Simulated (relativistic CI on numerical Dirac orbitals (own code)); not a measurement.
# Hyperfine structure of Tb35+, mass number 157

Method of calculation: Dirac-Coulomb-Breit CI, orbitals from a KLI potential per configuration, model QED (radiative potential, 1s self-energy scaled to tabulated hydrogen-like ionisation energies), unscaled Slater integrals (own radial code, finite nucleus).

Configurations in the expansion (outside the closed core [Ar] 3d10): 4s², 4s4p, 4p², 4s4d, 4d², 4s4f, 4p4d, 4f², 4p4f, 4d4f, 4s5s, 4s5p, 4s5d, 4s5f, 4s5g, 4s6s. Levels of other configurations are missing.

Nuclear spin I = 3/2, μ = 2.03 μN, Q = 1.4 b (tables of Stone and Pyykkö). The electronic factors are computed for point nuclear moments, without core polarisation or the Bohr-Weisskopf and QED corrections.

```
    Level  E (cm⁻¹)  A (GHz)  B (GHz)
4s4p ³P°1    582662    743.1    -25.5
4s4p ³P°2    941885    332.7     98.9
4s4p ¹P°1   1066601   -204.9     73.7
  4p² ³P1   1609122   -31.56     49.5
  4p² ¹D2   1616802      125     90.7
 4s4d ³D1   1974363   -266.8     8.21
 4s4d ³D2   2012855    48.74     8.79
 4s4d ³D3   2057608    205.4     20.8
```

Levels with J = 0, under 50 % of one LS term, or S terms without an open s electron are left out. Small factors come from cancelling terms and can be off by tens of per cent or more.

At this charge energies of transitions that change n are usually good to better than 1 %, and those within a shell (Δn = 0) to a few per cent.

Problem. Give the hyperfine levels of 4s4p ³P°1 relative to its centre of gravity.

Solution. With K = F(F + 1) − I(I + 1) − J(J + 1), E = AK/2 + B[¾K(K + 1) − I(I + 1)J(J + 1)]/[2I(2I − 1)J(2J − 1)]: F = 1/2: -1890, F = 3/2: -717.7, F = 5/2: 1108 GHz.

LS names give the leading component of a level, which can be under half, so a name can repeat, a term be missing and a line seem to break the LS rules.
